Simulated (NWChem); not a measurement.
System: CH5S cation; SMILES C[SH2+]

Input file for NWChem:

```
start job
memory heap 200 mb stack 900 mb global 1100 mb
charge 1
geometry units angstroms noautosym nocenter noautoz
  C     -0.009797     1.213151     0.000000
  S     -0.071946    -0.600270     0.000000
  H     -0.554753     1.535125     0.898261
  H     -0.554753     1.535125    -0.898261
  H      1.024954     1.576096     0.000000
  H      0.807788    -0.884232     0.998691
  H      0.807788    -0.884232    -0.998691
end
basis spherical
  * library def2-svpd
end
dft
  xc b3lyp
  iterations 150
end
property
  response 1 0.0773
end
task dft property
```

Excerpt of the output:

```
             Northwest Computational Chemistry Package (NWChem) 7.3.0
             --------------------------------------------------------

                             Geometry "geometry" -> ""
                             -------------------------

 Output coordinates in angstroms (scale by  1.889725989 to convert to a.u.)

  No.       Tag          Charge          X              Y              Z
 ---- ---------------- ---------- -------------- -------------- --------------
    1 C                    6.0000    -0.00979700     1.21315100     0.00000000
    2 S                   16.0000    -0.07194600    -0.60027000     0.00000000
    3 H                    1.0000    -0.55475300     1.53512500     0.89826100
    4 H                    1.0000    -0.55475300     1.53512500    -0.89826100
    5 H                    1.0000     1.02495400     1.57609600     0.00000000
    6 H                    1.0000     0.80778800    -0.88423200     0.99869100
    7 H                    1.0000     0.80778800    -0.88423200    -0.99869100

 Effective nuclear repulsion energy (a.u.)      64.5581382874

                              NWChem Property Module
                              ----------------------

                                 NWChem DFT Module
                                 -----------------

 Summary of "ao basis" -> "ao basis" (spherical)
 ------------------------------------------------------------------------------
       Tag                 Description            Shells   Functions and Types
 ---------------- ------------------------------  ------  ---------------------
 C                         def2-svpd                 8       20   4s2p2d
 S                         def2-svpd                11       27   5s4p2d
 H                         def2-svpd                 4        8   2s2p

            General Information
            -------------------
          SCF calculation type: DFT
          Wavefunction type:  closed shell.
          No. of atoms     :     7
          No. of electrons :    26
           Alpha electrons :    13
            Beta electrons :    13
          Charge           :     1
          Spin multiplicity:     1
          Use of symmetry is: off; symmetry adaption is: off
          Maximum number of iterations: 150
          AO basis - number of functions:    87
                     number of shells:    39
          Convergence on energy requested:  1.00D-06
          Convergence on density requested:  1.00D-05
          Convergence on gradient requested:  5.00D-04

              XC Information
              --------------
                         B3LYP Method XC Potential
                     Hartree-Fock (Exact) Exchange  0.200
                        Slater Exchange Functional  0.800 local
                    Becke 1988 Exchange Functional  0.720 non-local
              Lee-Yang-Parr Correlation Functional  0.810
                  VWN I RPA Correlation Functional  0.190 local

             Grid Information
             ----------------
          Grid used for XC integration:  medium
          Radial quadrature: Mura-Knowles
          Angular quadrature: Lebedev.
          Tag              B.-S. Rad. Rad. Pts. Rad. Cut. Ang. Pts.
          ---              ---------- --------- --------- ---------
          C                   0.70       49          10.0       434
          S                   1.00       88          10.0       590
          H                   0.35       45          10.0       434
          Grid pruning is: on
          Number of quadrature shells:   362
          Spatial weights used:  Erf1

      Superposition of Atomic Density Guess
      -------------------------------------

 Sum of atomic energies:        -437.47314186

 Renormalizing density from      27.00 to     26

      Non-variational initial energy
      ------------------------------

 Total energy =    -428.012552
 1-e energy   =    -702.649788
 2-e energy   =     210.079098
 HOMO         =      -0.761843
 LUMO         =      -0.309540

   convergence    iter        energy       DeltaE   RMS-Dens  Diis-err
 ---------------- ----- ----------------- --------- --------- ---------
 d= 0,ls=0.0,diis     1   -438.7670023257 -5.03D+02  2.39D-02  1.28D+00
 d= 0,ls=0.0,diis     2   -438.7971126341 -3.01D-02  1.07D-02  5.51D-01
 d= 0,ls=0.0,diis     3   -438.8696539931 -7.25D-02  2.06D-03  3.13D-02
 d= 0,ls=0.0,diis     4   -438.8743212560 -4.67D-03  4.13D-04  1.09D-03
 d= 0,ls=0.0,diis     5   -438.8744594245 -1.38D-04  1.07D-04  1.20D-04
  Resetting Diis
 d= 0,ls=0.0,diis     6   -438.8744759436 -1.65D-05  1.92D-05  2.52D-06
 d= 0,ls=0.0,diis     7   -438.8744762922 -3.49D-07  4.23D-06  2.93D-08

         Total DFT energy =     -438.874476292237
      One electron energy =     -724.159526516273
           Coulomb energy =      253.392025025427
    Exchange-Corr. energy =      -32.665113088775
 Nuclear repulsion energy =       64.558138287385

 Numeric. integr. density =       25.999993794594

                       DFT Final Molecular Orbital Analysis
                       ------------------------------------

[...]

 DFT Linear Response polarizability / au
 Frequency  =       0.0773000 / au
 Wavelength =     589.4353558 / nm
              X              Y              Z
 -----------------------------------------------
 X      26.9871494     -1.7617348      0.0000000
 Y      -1.7617442     35.9598486     -0.0000000
 Z       0.0000000     -0.0000000     28.1453740
 -----------------------------------------------
 Eigenvalues =      26.6536398     36.2933581     28.1453740
 Isotropic   =      30.3641240
 Anisotropic =       8.9871877
 -----------------------------------------------

 Magnetic Dipole Response Matrix (nonzero elements):

 Exiting AOResponse driver routine
```

Level: B3LYP/def2-SVPD. Structure relaxed at the PBE0/def2-SVP level.
